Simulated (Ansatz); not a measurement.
The same path of F₃GeH (5 atoms, charge 0, multiplicity 1) was run twice with different band settings. Lost on the way: Ge1–H2. Made: H2–F3.

Theory: Ansatz 0.2.0, RKS PBE/def2-SVP.

Relaxed end points:

```xyz
5
Properties=species:S:1:pos:R:3
Ge 0.235 0.000 0.256
H 0.179 0.000 1.788
F 1.863 0.000 -0.341
F -0.542 1.390 -0.429
F -0.542 -1.390 -0.429
```

```xyz
5
Properties=species:S:1:pos:R:3
Ge -0.574 0.614 0.745
H 1.100 -0.805 0.253
F 1.628 -0.038 0.570
F -0.550 1.368 -0.854
F -0.411 -1.140 0.129
```

Common settings: movable images 5; climbing image yes; spring 5.0 eV/Å²; optimiser quadratic models (default); start path through a guess of the saddle point; iteration limit 60; end points relaxed.

| run | force threshold |
| --- | --- |
| 1 | 0.03 eV/Å |
| 2 | 0.2 eV/Å |

**Question.** What does each run give, and how far can it be trusted?

**Answer.** Run 1: converged after 11 iterations, highest image 2.035 eV above the first end. Neighbouring images differ by up to 1.4 eV, so the band resolves the path poorly. A vibrational analysis at the climbing image gives one clearly imaginary mode, 1114i cm⁻¹: a first-order saddle point.
Run 2: converged after 9 iterations, highest image 2.039 eV above the first end. The threshold of 0.2 eV/Å is loose, so the images may lie well off the minimum-energy path. Neighbouring images differ by up to 1.4 eV, so the band resolves the path poorly. The order of the stationary point at the top wasn't checked.
The orbitals stay closed-shell, which can raise the energy where a bond breaks towards radicals; this wasn't checked here.
